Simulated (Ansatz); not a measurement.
Several settings on one geometry of [WO4]2- (WO₄²⁻) (that of the charge -2 singlet, PBE-D4/def2-SVPD). Ansatz on 4 threads of Arm Neoverse V1 on a shared host; times are rough.

Cartesian coordinates in Å:
```
W 0.000 0.000 0.000
O 0.011 -0.019 1.818
O 1.710 0.010 -0.616
O -0.865 1.488 -0.585
O -0.856 -1.480 -0.616
```

Totals from different functionals, basis sets or treatments of relativity can't be compared as stabilities.

DK, ANO-RCC and x2c sets are all-electron and run with scalar relativity unless a key says otherwise. In the def2 sets W takes a core potential; there is no spin–orbit coupling. HSE06 is defined as in plane-wave codes, on full-range PBE exchange. A multiply charged anion in the gas phase is held together partly by the finite basis.

The spins typed aren't always the lowest for that charge.

Problem. Give the basis size and estimate the energy, ⟨S²⟩ and time of these runs.

| run | method | charge | state | further keys |
| --- | --- | --- | --- | --- |
| 1 | RKS PBE-D3(BJ)/def2-TZVPD | -2 | singlet | scf: {lower_state_search: off}; forces asked |
| 2 | RKS HSE06-D3(BJ)-ATM/def2-mTZVP | -2 | singlet | nuclear_model: gaussian; pseudopotentials: {relativity: none}; scf: {omitted_lower_state_checks: [starts]} |
| 3 | UHF/ANO-RCC-VTZP | -1 | doublet | scf: {omitted_lower_state_checks: [starts]}; forces asked |

Solution. 
| run | functions | energy (Eh) | ⟨S²⟩ | wall time |
| --- | --- | --- | --- | --- |
| 1 | 203 | -368.0891 | – | 1.3 s |
| 2 | 132 | -367.9083 | – | 1.4 s |
| 3 | 224 | -16439.9602 | 1.11 | 37 s |

The highest occupied level of an anion often lies above zero with these methods, and sets without diffuse functions describe the outer electron poorly. At UHF/ANO-RCC-VTZP the charge -1 doublet is spin-contaminated (final ⟨S²⟩ up to 1.11, 0.75 for a pure state).
